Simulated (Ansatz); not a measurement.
Consider the ligand exchange at the Si–N bond: `[SiH3][NH][GeH3]` + `[OH][SbH2]` → `[SiH3][O][SbH2]` + `[NH2][GeH3]`.

Isolated molecules relaxed with PBE0-D4/def2-TZVP in Ansatz; ΔE leaves out vibrations. CBS: MP2 limit from def2 TZ/QZ plus the TZ coupled-cluster correction, frozen cores. Functionals use def2-TZVPP. def2 core potentials past Kr. For Ge, Sb outer-core shells are correlated without core-valence functions, which leaves a few kJ/mol of doubt a bond. Scalar relativity is left out up to krypton.

```csv
level,ΔE (kJ/mol)
CAM-B3LYP,-47.1
CCSD(T)/def2-SVP,-44.3
```

Question: What does CCSD(T)/CBS give? (An estimate is asked.)

Answer: The calculation gave: -43.3 kJ/mol. The listed levels differ from it by -3.8, -1.0 kJ/mol.

Question: What do rigid-rotor, harmonic-oscillator terms from PBE0-D4/def2-TZVP frequencies (298.15 K, 1 bar) make of the CCSD(T)/CBS value? (Best estimate.)

Answer: Ansatz gave: ΔZPE = +1.4 kJ/mol, ΔH = -41.9 kJ/mol, ΔS = 9 J/(mol·K), ΔG = -44.7 kJ/mol. Modes under 50 cm⁻¹ make the entropy rough.

Largest T1 diagnostic among the species: 0.014.

From BLYP to BHLYP (50 % exact exchange), in def2-TZVPP and without D4, ΔE moves by −3.7 kJ/mol. In def2-TZVPP, CCSD(T) changes the Hartree–Fock value by +11.0 kJ/mol (the triples alone add +1.4 kJ/mol) and MP2 by +10.8 kJ/mol. Leaving LDA and LC-ωPBE aside and taking each functional with its dispersion term where it has one, the values, not all of them listed here, spread over 12.3 kJ/mol, from BHLYP-D4 to revPBE-D4.
